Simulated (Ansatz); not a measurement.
Reaction (ligand exchange at the Si–O bond): `[NH2][GaH][O][SiH3]` + `OB(S)S` → `[SiH3]OB(S)S` + `[NH2][GaH][OH]`

Gas-phase electronic energies from Ansatz, PBE0-D4/def2-TZVP geometries. CBS: MP2 limit from def2 TZ/QZ plus the TZ coupled-cluster correction, frozen cores. This one scheme is used for every species. DFT in def2-TZVPP. B3LYP here is the variant with VWN-RPA as its local correlation; programs differ in this. For Ga outer-core shells are correlated without core-valence functions, which leaves a few kJ/mol of doubt a bond. Scalar relativity is left out up to krypton. Each species was taken in one conformer, which may not be the lowest.

(1) Is it downhill or uphill in electronic energy at CCSD(T)/CBS, and by how much? (An estimate is asked.)

(2) What do these levels give: PBE-D4, ωB97M-V, PBE, r2SCAN, PBE0, B3LYP, SCS-MP2/def2-TZVPP, CCSD/def2-TZVPP, CCSD(T)/def2-TZVPP, HF/def2-QZVPP, HF/CBS(def2), CCSD/CBS(def2)? (Best estimate.)

Largest T1 diagnostic among the species: 0.014.

Answers

(1) The calculation gave: Uphill: ΔE = +0.16 eV.

(2) Computed: PBE-D4 0.16, ωB97M-V 0.18, PBE 0.18, r2SCAN 0.20, PBE0 0.20, B3LYP 0.19, SCS-MP2/def2-TZVPP 0.19, CCSD/def2-TZVPP 0.20, CCSD(T)/def2-TZVPP 0.19, HF/def2-QZVPP 0.24, HF/CBS(def2) 0.24, CCSD/CBS(def2) 0.17 eV.

The D4 term adds −0.03 eV with B3LYP and −0.02 eV with PBE0; it sums over pairs of atoms, weighted by their polarisabilities, and B3LYP, whose exchange is more repulsive, gets the larger term. In def2-TZVPP, CCSD(T) changes the Hartree–Fock value by −0.06 eV (the triples alone add −0.01 eV) and MP2 by −0.06 eV.
